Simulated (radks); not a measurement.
The numbers below are computed, except where a source is named.
Correlation energies from several functionals, in hartree. Species: Tl+ [Hg]; As3+ [Ar] 3d10 4s2; Pm38+ [Ar] 3d5. Code: a radial shooting solver on a logarithmic mesh with Libxc functionals. Model: non-relativistic Kohn-Sham, exchange-only B88, spin-polarised, spherical densities, point nucleus. Every spin shell is full or empty, so the densities are truly spherical. Functionals are evaluated on that one density, not self-consistently.

PW92: Tl+ -8.3924; As3+ -2.8160; Pm38+ -2.7691
VWN5: Tl+ -8.4265; As3+ -2.8293; Pm38+ -2.7789
Chachiyo: Tl+ -8.3011; As3+ -2.7760; Pm38+ -2.7329
PBE: Tl+ -4.9416; As3+ -1.4755; Pm38+ -1.2067
PBEsol: Tl+ -5.5300; As3+ -1.6912; Pm38+ -1.4042
LYP: Tl+ -4.3716; As3+ -1.4964; Pm38+ -1.2108
P86: Tl+ -5.5520; As3+ -1.6803; Pm38+ -1.6051
PW91: Tl+ -5.3008; As3+ -1.6076; Pm38+ -1.3897
AM05: Tl+ -7.9101; As3+ -2.5982; Pm38+ -2.5594
TPSS: Tl+ -4.9400; As3+ -1.4797; Pm38+ -1.2118
revTPSS: Tl+ -4.9817; As3+ -1.5010; Pm38+ -1.2221
SCAN: Tl+ -4.9780; As3+ -1.4886; Pm38+ -1.2047
r2SCAN: Tl+ -4.9938; As3+ -1.4993; Pm38+ -1.2167
B95: Tl+ -6.1347; As3+ -1.7972; Pm38+ -1.7459
